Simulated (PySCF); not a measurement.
Fe²⁺ (iron, charge +2) across methods

[Ar] 3d5 4s1, high-spin 7S determinant (an excited configuration). All numbers are calculated (PySCF 2.14, the spin-free X2C one-electron Hamiltonian (Gaussian nucleus), in x2c-QZVPPall).

```
   method  E (hartree)  mean ε 3p β (eV)  mean ε 3d α (eV)  mean ε 4s α (eV)  Σ⟨r²⟩ (bohr²)    ⟨S²⟩
    B97-3    -1271.462           -84.851           -36.742           -23.956          19.79  12.001
    wB97X    -1271.619           -87.050           -38.867           -26.052          19.82  12.000
   r2SCAN    -1271.590           -82.209           -34.492           -23.559          19.75  12.000
      PBE    -1271.357           -81.389           -33.843           -23.289          19.85  12.000
     PBE0    -1271.397           -84.536           -36.715           -24.109          19.80  12.000
      LDA    -1269.035           -81.531           -34.062           -23.587          19.81  12.000
      UHF  -1270.49309           -92.326           -44.591           -26.167          19.89  12.001
BHandHLYP    -1271.606           -87.587           -39.359           -24.808          19.78  12.001
```

(1) Estimate the same row for TPSS.

Answers

(1) E (hartree) = -1271.626; mean ε 3p β (eV) = -81.744; mean ε 3d α (eV) = -33.840; mean ε 4s α (eV) = -23.170; Σ⟨r²⟩ (bohr²) = 19.84; ⟨S²⟩ = 12.000.
